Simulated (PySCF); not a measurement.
## Electron correlation in F⁺ (fluorine, charge +1)

[He] 2s2 2p4, high-spin 3P determinant. Calculation: PySCF 2.14, in aug-cc-pVDZ (4s3p2d, 23 functions); no relativity, point nucleus. Frozen: 1s2; 6 electrons correlated.

MP2 pair energies summed by pair of shells (mhartree):

```csv
pair,energy,share (%)
2p-2p,-49.44,47.9
2s-2p,-46.19,44.8
2s-2s,-7.54,7.3
```

Total MP2 correlation energy: -103.17 mhartree.

Same-spin part -25.30 and opposite-spin part -77.87 mhartree; SCS-MP2 scales them by 1/3 and 6/5 to -101.88 mhartree.

| level | correlation energy (mhartree) |
| --- | --- |
| CCSD | -118.22 |
| (T) | -1.22 |
| CCSD(T) | -119.44 |

Diagnostics: T1 = 0.0053, D1 = 0.0090, largest double amplitude 0.035.

**Question.** Is a single reference adequate?

**Answer.** Yes: T1 lies below 0.03 and no double amplitude reaches 0.07.
